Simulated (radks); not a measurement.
Tl33+, 48 electrons, occupied as [Kr] 4d10 4f1 5d1 (not the ground configuration). Calculated with a radial shooting solver on a logarithmic mesh with Libxc functionals: Dirac Kohn-Sham, BLYP, spin-unpolarised, spherical densities, finite nucleus; open shells fill j = l - 1/2 first; Fermi nuclear charge, rms radius 5.4759 fm.

Normalised radial functions P(r) = r R(r) (large component), r in bohr:

| r | 5d3/2 | 5d5/2 |
|---|---|---|
| 0.002015 | 0.0003 | 0.0001 |
| 0.002603 | 0.0005 | 0.0002 |
| 0.003389 | 0.0009 | 0.0004 |
| 0.004413 | 0.0016 | 0.0009 |
| 0.005701 | 0.0031 | 0.0019 |
| 0.007423 | 0.0058 | 0.0039 |
| 0.009666 | 0.0111 | 0.0080 |
| 0.01249 | 0.0206 | 0.0158 |
| 0.01626 | 0.0385 | 0.0311 |
| 0.02117 | 0.0705 | 0.0594 |
| 0.02735 | 0.1230 | 0.1072 |
| 0.03561 | 0.2088 | 0.1878 |
| 0.046 | 0.3287 | 0.3038 |
| 0.0599 | 0.4820 | 0.4571 |
| 0.07799 | 0.6248 | 0.6081 |
| 0.1007 | 0.6702 | 0.6723 |
| 0.1312 | 0.5051 | 0.5351 |
| 0.1708 | 0.0579 | 0.1113 |
| 0.2207 | -0.5276 | -0.4758 |
| 0.2873 | -0.9079 | -0.8951 |
| 0.3741 | -0.6197 | -0.6651 |
| 0.4833 | 0.3035 | 0.2298 |
| 0.6293 | 1.2355 | 1.1914 |
| 0.8129 | 1.3697 | 1.3784 |
| 1.059 | 0.7857 | 0.8153 |
| 1.378 | 0.2298 | 0.2455 |
| 1.78 | 0.0321 | 0.0353 |
| 2.318 | 0.0015 | 0.0017 |

5d3/2: eigenvalue -846.29 eV, 2 radial nodes at r = 0.175, 0.449 bohr, <r> = 0.733 bohr, 90 % of the charge inside 1.03 bohr. 5d5/2 (empty): eigenvalue -836.01 eV, 2 radial nodes at r = 0.180, 0.457 bohr, <r> = 0.743 bohr, 90 % of the charge inside 1.05 bohr.
